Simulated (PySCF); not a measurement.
F⁺: interval between two levels

F⁺ [He] 2s2 2p4 [3P2, M_J = 2] → F⁺ [He] 2s2 2p3 3s1 [5S2, M_J = 2], as a difference of total energies. All numbers are calculated (PySCF 2.14, the two-component X2C-1e Hamiltonian, in x2c-TZVPall-2c with one added diffuse shell each of s, p, d type (6s4p3d1f, 40 functions)). Correlated levels: 1s2 frozen. "Screened" scales the spin-orbit matrix elements by Boettger's factors to mimic the two-electron term; Breit and QED terms are absent.

| method | interval between two levels (cm⁻¹) | error (cm⁻¹) |
| --- | --- | --- |
| GHF (spin-free) | 166490 | -10007 |
| GMP2 (spin-free) | 174810 | -1682 |
| GHF (screened spin-orbit) | 166660 | -9836 |
| GMP2 (screened spin-orbit) | 174980 | -1510 |

Reference: 176490 cm⁻¹ (measured; NIST Handbook of Basic Atomic Spectroscopic Data (Sansonetti and Martin, J. Phys. Chem. Ref. Data 34, 1559 (2005))).

Errors of the correlated levels include the incompleteness of this basis and the frozen core.

The labels give the starting determinants; with spin-orbit coupling the two ends relaxed to ⟨J²⟩ = 6.01, ⟨L²⟩ = 2.00, ⟨S²⟩ = 2.00 and ⟨J²⟩ = 6.00, ⟨L²⟩ = 0.00, ⟨S²⟩ = 6.00.
